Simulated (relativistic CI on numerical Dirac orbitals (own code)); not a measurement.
## Calculated levels, Ce⁴⁰⁺

Method of calculation: Dirac-Coulomb-Breit CI, orbitals from a KLI potential per configuration, a model potential for QED, unscaled Slater integrals (own radial code, finite nucleus).

Configurations in the expansion (outside the closed core [Ne]): 3s2 3p6, 3s2 3p5 3d, 3s 3p6 3d, 3s2 3p5 4s, 3s2 3p5 4p, 3s2 3p5 4d, 3p6 3d 4p, 3s 3p6 4s, 3s2 3p5 4f, 3s 3p6 4p, 3s 3p6 4d, 3s 3p6 4f, 3s2 3p5 5s, 3s2 3p5 5p, 3s2 3p5 5d, 3s2 3p5 5f, 3s2 3p5 5g, 3s 3p6 5s, 3s 3p6 5p, 3s 3p6 5d, 3s 3p6 5f, 3p6 3d2, 3p5 3d3, 3p5 3d2 4s, 3p5 3d2 4p, 3p5 3d2 4d, 3p6 3d 4s, 3p5 3d 4s2, 3p5 3d 4s 4p, 3p5 3d 4s 4d, 3p6 4s2, 3p5 4s2 4p, 3p5 4s2 4d. Double excitations out of closed p, d and f shells are left out; levels of such configurations are missing from the list, as are those of other unlisted configurations, and high levels can miss mixing partners. These lack a partner that the ground configuration has and come out too high: 3s2 3p5 4f, 3s2 3p5 5s, 3s2 3p5 5p, 3s2 3p5 5d, 3s2 3p5 5f.

```csv
No.,Configuration,Term,J,E (Ry),%,Next component (%),jj configuration (%)
1,3s2 3p6,1S,0,0.0000,100,,closed (100)
2,3s2 3p5 3d,3P°,0,12.6536,100,,3p3/2^3 3d3/2 (100)
3,3s2 3p5 3d,3P°,1,13.1471,77,23 3D°,3p3/2^3 3d3/2 (91)
4,3s2 3p5 3d,3F°,3,13.5254,59,34 1F°,3p3/2^3 3d3/2 (100)
5,3s2 3p5 3d,3D°,2,13.7272,53,19 3F°,3p3/2^3 3d3/2 (98)
6,3s2 3p5 3d,3F°,4,14.9154,100,,3p3/2^3 3d5/2 (100)
7,3s2 3p5 3d,1D°,2,15.1980,47,43 3P°,3p3/2^3 3d5/2 (97)
8,3s2 3p5 3d,3D°,3,15.8522,68,30 1F°,3p3/2^3 3d5/2 (100)
9,3s2 3p5 3d,3D°,1,17.2980,48,35 1P°,3p3/2^3 3d5/2 (81)
10,3s2 3p5 3d,3F°,2,21.2511,70,24 1D°,3p1/2 3p3/2^4 3d3/2 (100)
11,3s2 3p5 3d,3D°,2,23.1206,41,40 3P°,3p1/2 3p3/2^4 3d5/2 (99)
12,3s2 3p5 3d,3F°,3,23.3807,40,36 1F°,3p1/2 3p3/2^4 3d5/2 (100)
13,3s2 3p5 3d,1P°,1,23.6843,65,29 3D°,3p1/2 3p3/2^4 3d3/2 (90)
14,3s 3p6 3d,3D,1,32.4264,100,,3s 3d3/2 (100)
15,3s 3p6 3d,3D,2,32.7279,82,18 1D,3s 3d3/2 (94)
16,3s 3p6 3d,3D,3,34.2155,100,,3s 3d5/2 (100)
17,3s 3p6 3d,1D,2,35.0538,82,18 3D,3s 3d5/2 (94)
18,3p6 3d2,3F,2,65.7744,80,18 1D,3d3/2^2 (98)
19,3p6 3d2,3P,0,66.9984,80,20 1S,3d3/2^2 (95)
20,3p6 3d2,3F,3,67.3718,100,,3d3/2 3d5/2 (100)
21,3p6 3d2,3P,2,68.0084,48,36 1D,3d3/2 3d5/2 (97)
22,3p6 3d2,3F,4,68.0750,50,50 1G,3d3/2 3d5/2 (90)
23,3p6 3d2,3P,1,68.2326,100,,3d3/2 3d5/2 (100)
24,3p6 3d2,1G,4,69.5212,50,50 3F,3d5/2^2 (90)
25,3p6 3d2,3P,2,69.9147,50,46 1D,3d5/2^2 (99)
26,3p6 3d2,1S,0,71.3952,80,20 3P,3d5/2^2 (95)
27,3p5 3d3,5F°,2,78.3524,29,23 3D°,3p3/2^3 3d3/2^3 (88)
28,3p5 3d3,5D°,1,78.4795,39,25 5F°,3p3/2^3 3d3/2^3 (81)
29,3p5 3d3,5D°,0,78.7411,75,24 3P°,3p3/2^3 3d3/2^3 (78)
30,3p5 3d3,5G°,3,78.9478,23,21 5F°,3p3/2^3 3d3/2^3 (78)
31,3p5 3d3,5D°,3,79.6005,34,27 5F°,3p3/2^3 3d3/2^2 3d5/2 (77)
32,3p5 3d3,5F°,4,79.8044,37,34 5G°,3p3/2^3 3d3/2^2 3d5/2 (86)
33,3p5 3d3,5S°,2,79.8635,39,17 5P°,3p3/2^3 3d3/2^2 3d5/2 (84)
34,3p5 3d3,3F°,2,80.0285,40,31 5D°,3p3/2^3 3d3/2^2 3d5/2 (93)
35,3p5 3d3,5D°,1,80.1442,40,34 3D°,3p3/2^3 3d3/2^2 3d5/2 (91)
36,3p5 3d3,5G°,5,80.2401,34,22 3G°,3p3/2^3 3d3/2^2 3d5/2 (80)
37,3p5 3d3,3G°,3,80.3305,41,34 3F°,3p3/2^3 3d3/2^2 3d5/2 (90)
38,3p5 3d3,3F°,4,80.3856,34,24 5D°,3p3/2^3 3d3/2^2 3d5/2 (86)
39,3p5 3d3,3H°,6,80.4527,44,27 5G°,3p3/2^3 3d3/2^2 3d5/2 (91)
40,3p5 3d3,3P°,0,80.5694,53,27 1S°,3p3/2^3 3d3/2^2 3d5/2 (76)
41,3p5 3d3,3G°,4,80.7356,34,17 1G°,3p3/2^3 3d3/2^2 3d5/2 (86)
42,3p5 3d3,5D°,3,80.8507,22,22 3D°,3p3/2^3 3d3/2^2 3d5/2 (90)
43,3p5 3d3,3D°,2,80.8996,30,24 1D°,3p3/2^3 3d3/2^2 3d5/2 (88)
44,3p5 3d3,3S°,1,80.9474,36,27 3P°,3p3/2^3 3d3/2^2 3d5/2 (90)
45,3p5 3d3,3G°,5,81.1925,37,21 1H°,3p3/2^3 3d3/2^2 3d5/2 (82)
46,3p5 3d3,5D°,4,81.4490,47,28 3G°,3p3/2^3 3d3/2^2 3d5/2 (50)
47,3p5 3d3,3G°,4,81.6539,26,20 5F°,3p3/2^3 3d3/2 3d5/2^2 (65)
48,3p5 3d3,3P°,2,81.7012,24,24 3F°,3p3/2^3 3d3/2 3d5/2^2 (82)
49,3p5 3d3,5F°,5,81.7478,28,28 3H°,3p3/2^3 3d3/2 3d5/2^2 (76)
50,3p5 3d3,3D°,2,81.8817,38,18 3P°,3p3/2^3 3d3/2^2 3d5/2 (56)
51,3p5 3d3,5G°,6,81.8897,52,29 3I°,3p3/2^3 3d3/2 3d5/2^2 (83)
52,3p5 3d3,3D°,3,82.1458,38,21 5P°,3p3/2^3 3d3/2 3d5/2^2 (75)
53,3p5 3d3,3D°,3,82.2288,28,20 3G°,3p3/2^3 3d3/2 3d5/2^2 (60)
54,3p5 3d3,3P°,1,82.2659,57,16 5D°,3p3/2^3 3d3/2 3d5/2^2 (53)
55,3p5 3d3,3F°,2,82.2694,32,21 3P°,3p3/2^3 3d3/2 3d5/2^2 (59)
56,3p5 3d3,3H°,5,82.2742,34,24 3G°,3p3/2^3 3d3/2 3d5/2^2 (84)
57,3p5 3d3,3I°,7,82.3541,100,,3p3/2^3 3d3/2 3d5/2^2 (100)
58,3p5 3d3,3P°,1,82.4095,33,25 1P°,3p3/2^3 3d3/2^2 3d5/2 (51)
59,3p5 3d3,3F°,4,82.5125,60,19 3G°,3p3/2^3 3d3/2 3d5/2^2 (79)
60,3p5 3d3,3F°,2,82.5825,28,17 3D°,3p3/2^3 3d3/2^2 3d5/2 (63)
61,3p5 3d3,3D°,3,82.6265,31,19 3F°,3p3/2^3 3d3/2 3d5/2^2 (71)
62,3p5 3d3,3G°,3,82.7867,51,15 5P°,3p3/2^3 3d3/2^2 3d5/2 (53)
63,3p5 3d3,3F°,4,82.9706,51,22 3H°,3p3/2^3 3d3/2 3d5/2^2 (90)
64,3p5 3d3,3D°,1,82.9910,64,10 1P°,3p3/2^3 3d3/2 3d5/2^2 (95)
65,3p5 3d3,3F°,3,83.0155,34,27 3G°,3p3/2^3 3d3/2 3d5/2^2 (66)
66,3p5 3d3,3H°,6,83.0365,68,26 1I°,3p3/2^3 3d3/2 3d5/2^2 (99)
67,3p5 3d3,3G°,5,83.1179,71,12 3H°,3p3/2^3 3d3/2 3d5/2^2 (93)
68,3p5 3d3,1G°,4,83.1734,39,24 3G°,3p3/2^3 3d3/2 3d5/2^2 (80)
69,3p5 3d3,3P°,0,83.1815,80,13 5D°,3p3/2^3 3d3/2 3d5/2^2 (77)
70,3p5 3d3,1D°,2,83.4069,48,29 3F°,3p3/2^3 3d3/2 3d5/2^2 (86)
```

Energies count from the lowest computed level; ° marks odd parity. Filled j subshells are mostly left out of the jj labels.

The mean weight of the leading LS term, summed over parents, in these 70 levels is 54 %, and that of the leading jj configuration (from the same eigenvectors) 85 %, so jj coupling describes them better and the LS labels are nominal.

At this charge energies of transitions that change n are usually good to better than 1 %, and those within a shell (Δn = 0) to a few per cent.

LS names give the leading component of a level, which can be under half, so a name can repeat, a term be missing and a line seem to break the LS rules.
